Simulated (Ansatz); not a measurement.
All numbers were calculated with Ansatz.

A structure relaxed at PBE0-D4/def2-TZVP, charge 0, multiplicity 1:

```csv
atom,x (Å),y (Å),z (Å)
C1,-1.817,-0.053,-0.231
C2,-0.452,0.041,-0.898
C3,0.194,-1.335,-1.068
C4,0.832,-1.647,0.296
C5,1.029,-0.280,0.982
C6,0.600,0.772,-0.049
C7,0.179,2.097,0.553
H8,-2.498,-0.652,-0.839
H9,-1.755,-0.525,0.754
H10,-2.272,0.931,-0.098
H11,-0.572,0.539,-1.866
H12,0.970,-1.276,-1.838
H13,-0.517,-2.100,-1.388
H14,0.180,-2.287,0.894
H15,1.773,-2.189,0.180
H16,0.399,-0.201,1.873
H17,2.056,-0.120,1.316
H18,1.455,0.955,-0.714
H19,-0.150,2.801,-0.216
H20,-0.642,1.968,1.264
H21,1.008,2.561,1.093
```

**Question.** Give its formula and SMILES.

**Answer.** C7H14, `C[C@@H]1CCC[C@@H]1C`.

**Question.** Point group (tolerance 0.08 Å, 0.16 Å for H)?

**Answer.** C1.

**Question.** Summarise the bond lengths by kind.

**Answer.** 7 × C–C 1.515 to 1.541 Å; 14 × C–H 1.092 to 1.098 Å.
